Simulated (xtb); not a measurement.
xtb input (GFN2-xTB):

```bash
xtb mol.xyz --gfn 2 --sp --chrg -2 --uhf 0
```
mol.xyz:
```
8

B     -0.00276871    -0.00064845     0.90671966
H      1.16031926     0.00200276     1.41042327
H     -0.58921149     1.00608022     1.40579906
H     -0.58399556    -1.01110136     1.40437239
B      0.00276871     0.00064845    -0.90671966
H      0.58399556     1.01110136    -1.40437239
H     -1.16031926    -0.00200276    -1.41042327
H      0.58921149    -1.00608022    -1.40579906
```

End of the output:

```
         :::::::::::::::::::::::::::::::::::::::::::::::::::::
         ::                     SUMMARY                     ::
         :::::::::::::::::::::::::::::::::::::::::::::::::::::
         :: total energy              -5.656545222640 Eh    ::
         :: gradient norm              0.046357439077 Eh/a0 ::
         :: HOMO-LUMO gap             11.263206182864 eV    ::
         ::.................................................::
         :: SCC energy                -5.690463248981 Eh    ::
         :: -> isotropic ES            0.496692627231 Eh    ::
         :: -> anisotropic ES          0.029150391904 Eh    ::
         :: -> anisotropic XC          0.001987499807 Eh    ::
         :: -> dispersion             -0.015657707947 Eh    ::
         :: repulsion energy           0.033918026341 Eh    ::
         :: add. restraining           0.000000000000 Eh    ::
         :: total charge              -2.000000000000 e     ::
         :::::::::::::::::::::::::::::::::::::::::::::::::::::

           -------------------------------------------------
          |                Property Printout                |
           -------------------------------------------------

    * Orbital Energies and Occupations

         #    Occupation            Energy/Eh            Energy/eV
      -------------------------------------------------------------
         1        2.0000           -0.0629030              -1.7117
         2        2.0000           -0.0503364              -1.3697
         3        2.0000            0.0078234               0.2129
         4        2.0000            0.0078234               0.2129
         5        2.0000            0.0225532               0.6137
         6        2.0000            0.0225532               0.6137
         7        2.0000            0.1250232               3.4021 (HOMO)
         8                          0.5389385              14.6653 (LUMO)
         9                          0.5389385              14.6653
        10                          0.6212848              16.9060
        11                          0.6590891              17.9347
        12                          0.6590891              17.9347
        13                          0.7308922              19.8886
        14                          0.7634009              20.7732
      -------------------------------------------------------------
Note: The following floating-point exceptions are signalling: IEEE_DENORMAL
normal termination of xtb
                  HL-Gap            0.4139152 Eh           11.2632 eV
             Fermi-level            0.3319809 Eh            9.0337 eV

     #   Z          covCN         q      C6AA      α(0)
     1   5 B        3.496     0.225    17.970     7.042
     2   1 H        0.874    -0.408    54.476    11.557
     3   1 H        0.874    -0.408    54.476    11.557
     4   1 H        0.874    -0.408    54.476    11.557
     5   5 B        3.496     0.225    17.970     7.042
     6   1 H        0.874    -0.408    54.476    11.557
     7   1 H        0.874    -0.408    54.476    11.557
     8   1 H        0.874    -0.408    54.476    11.557

 Mol. C6AA /au·bohr⁶  :       2782.995433
 Mol. C8AA /au·bohr⁸  :      43030.852337
 Mol. α(0) /au        :         83.424008

Wiberg/Mayer (AO) data.
largest (>0.10) Wiberg bond orders for each atom

 ---------------------------------------------------------------------------
     #   Z sym  total        # sym  WBO       # sym  WBO       # sym  WBO
 ---------------------------------------------------------------------------
     1   5 B    3.470 --     5 B    0.989     4 H    0.824     2 H    0.824
                             3 H    0.824
     2   1 H    0.833 --     1 B    0.824
     3   1 H    0.833 --     1 B    0.824
     4   1 H    0.833 --     1 B    0.824
     5   5 B    3.470 --     1 B    0.989     6 H    0.824     7 H    0.824
                             8 H    0.824
     6   1 H    0.833 --     5 B    0.824
     7   1 H    0.833 --     5 B    0.824
     8   1 H    0.833 --     5 B    0.824
 ---------------------------------------------------------------------------

Topologies differ in total number of bonds
Writing topology from bond orders to xtbtopo.mol

molecular dipole:
                 x           y           z       tot (Debye)
 q only:       -0.000       0.000       0.000
   full:       -0.000       0.000       0.000       0.000
molecular quadrupole (traceless):
                xx          xy          yy          xz          yz          zz
 q only:        5.031      -0.000       5.031       0.046       0.011     -10.062
  q+dip:        4.096      -0.000       4.097       0.038       0.009      -8.193
   full:        4.408      -0.000       4.408       0.040       0.009      -8.816

           -------------------------------------------------
          | TOTAL ENERGY               -5.656545222640 Eh   |
          | GRADIENT NORM               0.046357439077 Eh/α |
          | HOMO-LUMO GAP              11.263206182864 eV   |
           -------------------------------------------------

------------------------------------------------------------------------
------------------------------------------------------------------------
 total:
 SCF:
```

It need not be the lowest isomer of its formula.
